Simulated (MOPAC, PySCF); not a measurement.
CH₆Ge, SMILES `[CH3][GeH3]`, neutral singlet in the gas phase. 

Z-matrix (Å, degrees):
```
Ge
H 1 1.5407
H 1 1.5407 2 108.58
H 1 1.5407 2 108.58 3 117.87
C 1 1.9656 2 110.35 3 -121.06
H 5 1.0896 1 110.21 2 -60.47
H 5 1.0896 6 108.72 1 120.90
H 5 1.0896 6 108.72 7 118.20
```
Charge 0, spin multiplicity 1.

All levels are single points at this geometry (B3LYP-D3(BJ)/def2-TZVP); Pople sets use spherical d functions. Orbital energies aren't observables, and empty levels follow the basis.

```tsv
level	HOMO (eV)	LUMO (eV)	gap (eV)	dipole (D)	vertical IE, Delta-SCF (eV)
B3LYP-D3(BJ)/def2-TZVP in PySCF	-8.66	0.57	9.23	0.70	11.19
PBE-D3(BJ)/def2-TZVP in PySCF	-7.64	0.10	7.74	0.72	–
B3LYP/6-311+G** (LANL2DZ on Ge) in PySCF	-8.73	0.08	8.81	0.58	–
B3LYP/6-31G* in PySCF	-8.49	1.04	9.53	0.76	11.11
B3LYP/LANL2DZ in PySCF	-8.63	1.14	9.77	0.64	–
HF/6-31G* in PySCF	-11.81	3.96	15.77	0.64	10.33
PM3 in MOPAC	-11.62	0.21	11.83	0.30	–
PM6 in MOPAC	-11.23	1.50	12.73	0.16	–
PM7 in MOPAC	-11.15	0.36	11.51	0.42	–
```
